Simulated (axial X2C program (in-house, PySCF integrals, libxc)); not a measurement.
Spin–orbit effects down a group: molecules with Ca (ions), CCSD

Computed with an in-house all-electron X2C program for linear molecules (integrals from PySCF), spin-free (one-electron X2C) or two-component (2c: spin–orbit coupling with atomic mean-field Coulomb and Gaunt terms, which also bring small scalar terms), in Dyall basis sets with cores contracted in-house; open shells are unrestricted.

Basis sets: Br dyall-acv3z, Ca dyall-acv3z, Cl dyall-av3z, F dyall-av3z. Frozen shells (counts by l): CaF⁻ Ca 3s2p, F 1s, 10 electrons correlated; CaCl⁻ Ca 3s2p, Cl 2s1p, 10 electrons correlated; CaBr⁻ Br 3s2p1d, Ca 3s2p, 10 electrons correlated. Coupled cluster in natural virtuals with an MP2 remainder. Where the outer core of a metal is frozen, bonds come out longer and ionisation energies lower.

```csv
molecule,spin-free state,Re (Å),ωe (cm⁻¹),De (eV),2c state,Re 2c (Å),ωe 2c (cm⁻¹),De 2c (eV)
CaF⁻,"M_S = 0, Λ = 0",2.054,490.4,3.18,Ω = 0,2.054,490.4,3.18
CaCl⁻,"M_S = 0, Λ = 0",2.610,279.3,1.87,Ω = 0,2.610,279.3,1.87
CaBr⁻,"M_S = 0, Λ = 0",2.797,206.9,1.58,Ω = 0,2.798,206.7,1.58
```

Fragments in 2c: Ca + F-, Ca + Cl-, Br- + Ca. Each entry is the lowest single determinant of a limited PBE0 search at one distance. De goes to single-determinant-based atoms at the same level (for ions the charge split of lowest energy) and is withheld (n/a) where an atom does not fit its ground term or J level. Main or longest-lived isotopes.
